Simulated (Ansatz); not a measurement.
A geometry relaxed with PBE-D3(BJ)/def2-SVP in Ansatz (a program for electronic structure), charge 0, multiplicity 2:

```xyz
9

H     -1.0052    -0.5507    -1.3515
H     -1.5489    -0.2265     0.3096
H      1.2917    -0.9511    -0.5235
H      0.7446    -0.6317     1.1374
H      2.0972     0.3450     0.4435
N      0.1855     0.8440    -0.2824
C      1.1185    -0.1216     0.2112
C     -1.0870     0.2651    -0.5864
H     -1.7964     1.0275    -0.9674
```

Problem. Write the SMILES of this molecule.

Solution. `C[N]C`
